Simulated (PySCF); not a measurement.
## Correlation energy of Se (selenium, neutral)

[Ar] 3d10 4s2 4p4, high-spin 3P determinant. Calculation: PySCF 2.14, in def2-TZVP; no relativity, point nucleus. Frozen: [Ar] 3d10; 6 electrons correlated.

MP2 pair energies summed by pair of shells (mhartree):

```csv
pair,energy,share (%)
4s-4p,-46.61,46.6
4p-4p,-44.84,44.8
4s-4s,-8.67,8.7
```

Total MP2 correlation energy: -100.12 mhartree.

Same-spin part -22.73 and opposite-spin part -77.39 mhartree; SCS-MP2 scales them by 1/3 and 6/5 to -100.45 mhartree.

```csv
level,correlation energy (mhartree)
CCSD,-119.11
(T),-3.67
CCSD(T),-122.78
```

Diagnostics: T1 = 0.0084, D1 = 0.0260, largest double amplitude 0.049.

Cost of the coupled-cluster step: 0.91 s of wall time on 1 thread of Intel(R) Xeon(R) Platinum 8375C CPU @ 2.90GHz (shared host), for 6 correlated electrons.
